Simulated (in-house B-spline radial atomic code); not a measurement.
Radial electron density of As VII (As6+), [Ar] 3d9. Computed with a radial B-spline atomic code at the basis-set limit: scalar-relativistic (X2C) HSE06, spin-polarised, spherical fractional occupations, Fermi nucleus of rms radius 4.0968 fm.

Caution: exact exchange at fractional occupations of open shells leaves self-interaction of up to several eV.

One-electron X2C: radii and densities carry no picture-change correction, so inner-shell <1/r> comes out high (for 1s by about 2 % at Z = 33, 5 % at 54, 10 % at 75, 30 % at 118) and <r> low.

Columns: r (bohr), 4πr²n(r) (electrons per bohr), bar.

```
 0.00173    1.224 #
 0.00206    1.651 ##
 0.00245    2.214 ##
 0.00292    2.966 ###
 0.00348    3.952 ####
 0.00414    5.217 #####
 0.00493    6.845 ######
 0.00587    8.899 ########
 0.00699    11.45 ###########
 0.00833    14.54 #############
 0.00992    18.17 #################
  0.0118    22.25 #####################
  0.0141    26.78 #########################
  0.0167    31.13 #############################
  0.0199    35.28 #################################
  0.0237    38.55 ####################################
  0.0283    40.46 ######################################
  0.0337     40.6 ######################################
  0.0401    39.06 ####################################
  0.0478     36.4 ##################################
  0.0569    33.85 ###############################
  0.0677    32.87 ##############################
  0.0807    34.58 ################################
  0.0961     38.9 ####################################
   0.114    44.05 #########################################
   0.136    47.46 ############################################
   0.162    46.35 ###########################################
   0.193    40.33 #####################################
    0.23       32 ##############################
   0.274    25.68 ########################
   0.326    24.32 #######################
   0.389    27.11 #########################
   0.463       30 ############################
   0.551    29.23 ###########################
   0.656    23.97 ######################
   0.781    16.36 ###############
    0.93    9.267 #########
    1.11    4.283 ####
    1.32    1.644 ##
    1.57   0.5083 
    1.87     0.12 
    2.23  0.02015
```

On this grid the curve has 3 maxima, near 0.0337, 0.136, 0.463 bohr.

The 3p down radial function P(r) = rR(r), positive near the nucleus:

| r (bohr) | P |
| --- | --- |
| 0.00173 | 0.001643 |
| 0.00245 | 0.003067 |
| 0.00348 | 0.005786 |
| 0.00493 | 0.01087 |
| 0.00699 | 0.02039 |
| 0.00992 | 0.03795 |
| 0.0141 | 0.06975 |
| 0.0199 | 0.1236 |
| 0.0283 | 0.2137 |
| 0.0401 | 0.3475 |
| 0.0569 | 0.5214 |
| 0.0807 | 0.6896 |
| 0.114 | 0.7423 |
| 0.162 | 0.5191 |
| 0.23 | -0.07193 |
| 0.326 | -0.8486 |
| 0.463 | -1.359 |
| 0.656 | -1.254 |
| 0.93 | -0.7266 |
| 1.32 | -0.2476 |
| 1.87 | -0.04273 |
